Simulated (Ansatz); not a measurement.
Reaction (formal exchange of groups at the Si–S bond): `NC[SiH2]S[SiH3]` + acetylene → `C#C[SiH2]CN` + `[SiH3]S`

Isolated molecules relaxed with PBE0-D4/def2-TZVP in Ansatz; ΔE leaves out vibrations. CCSD(T)/CBS adds triple-zeta CCSD(T) − MP2 to the extrapolated MP2 energy (def2 sets, frozen cores). This one scheme is used for every species. DFT in def2-TZVPP. B3LYP here is the variant with VWN-RPA as its local correlation; programs differ in this. Each species was taken in one conformer, which may not be the lowest.

```
             level  ΔE (kJ/mol)  difference from CCSD(T)/CBS
            PBE-D4         32.0                          4.4
           PBE0-D4         31.2                          3.6
          B3LYP-D4         26.3                         -1.3
           ωB97M-V         27.4                         -0.2
            B2PLYP         20.2                         -7.4
              PBE0         25.6                         -2.0
             B3LYP         16.4                        -11.2
     HF/def2-TZVPP         12.0                        -15.6
    MP2/def2-TZVPP         26.5                         -1.1
SCS-MP2/def2-TZVPP         21.4                         -6.2
   CCSD/def2-TZVPP         21.1                         -6.5
CCSD(T)/def2-TZVPP         23.6                         -4.0
     HF/def2-QZVPP         11.4                        -16.2
    MP2/def2-QZVPP         28.6                          1.0
     MP2/CBS(def2)         30.5                          2.9
    CCSD/CBS(def2)         25.0                         -2.6
       CCSD(T)/CBS         27.6                            0
```

Largest T1 diagnostic among the species: 0.013.

The D4 term adds +9.9 kJ/mol with B3LYP and +5.6 kJ/mol with PBE0; it sums over pairs of atoms, weighted by their polarisabilities, and B3LYP, whose exchange is more repulsive, gets the larger term. In def2-TZVPP, CCSD(T) changes the Hartree–Fock value by +11.6 kJ/mol (the triples alone add +2.5 kJ/mol) and MP2 by +14.5 kJ/mol.
